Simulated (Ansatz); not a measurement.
The cluster Cu₄Te₂⁺. The state is a doublet with charge 1. Geometry PBE-D4/def2-SVP, basis def2-SVP, Ansatz.

```tsv
atom	x (Å)	y (Å)	z (Å)
Cu1	-1.133	-0.036	-1.281
Cu2	0.169	1.687	-0.197
Cu3	-0.170	-1.687	0.198
Cu4	1.133	0.036	1.280
Te5	-1.484	0.301	1.306
Te6	1.484	-0.301	-1.306
```

```csv
run,HOMO (eV),LUMO (eV)
A,-9.12,-8.57
B,-10.25,-8.09
C,-11.20,-7.25
D,-8.98,-8.63
E,-10.09,-8.13
```

In the def2 sets Te takes a core potential; there is no spin–orbit coupling. No other spin state of charge 1 was run. The structure comes from a short search, and lower isomers may exist.

HOMO and LUMO are taken over both spins.

The runs used CAM-B3LYP, PBE, PBE0, r2SCAN, r2SCAN0. Estimate which is which.

A r2SCAN (0 % exact exchange); B r2SCAN0 (25 % exact exchange); C CAM-B3LYP (range-separated); D PBE (0 % exact exchange); E PBE0 (25 % exact exchange). Exact exchange lowers occupied and raises empty levels; among semilocal functionals meta-GGAs tend to open the gap a little, and such runs are hard to tell apart. The gap grows from 0.35 eV (PBE) to 3.95 eV (CAM-B3LYP).
